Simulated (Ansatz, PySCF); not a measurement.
Pair of molecules: SiH4 (SMILES [SiH4]) (first 5 atoms) with C2H3N (SMILES CC#N); geometry from B3LYP-D3(BJ)/def2-TZVP, rigid monomers moved along the line of their centres of mass till Si1···C7 is 3.22 Å.
(charge 0, multiplicity 1):
```xyz
11

Si     0.18319     0.13842     0.10815
H     -0.21476     0.16739    -1.31924
H     -0.23661    -1.15587     0.69275
H     -0.51449     1.23481     0.81860
H      1.64530     0.30295     0.22479
C     -1.38199    -0.08272     3.45482
C      0.06298    -0.00236     3.32150
N      1.20461     0.06135     3.20344
H     -1.81988     0.91296     3.38408
H     -1.79272    -0.70378     2.65857
H     -1.64855    -0.51900     4.41749
```

Monomers are frozen at their geometry in the pair; levels with a basis set take the counterpoise correction. Rows marked so take none.

Correlated levels freeze the cores. Rows in 6-31G* carry no dispersion term and start afresh at each structure (6-31G* with six Cartesian d functions).

Codes used: Ansatz (a quantum-chemistry and plane-wave program) with Gaussian orbitals; PySCF for 6-31G* rows. Values without a source in brackets are computed.

Q: What interaction energy does wB97X-V/def2-TZVPPD give?

A: -0.9 kcal/mol

Q: Estimate the interaction energy that M06-2X/6-31G* (no counterpoise) returns for this input.

A: -2.2 kcal/mol

Q: Estimate the interaction energy that CCSD/aug-cc-pV(D+d)Z returns for this input.

A: 0.3 kcal/mol
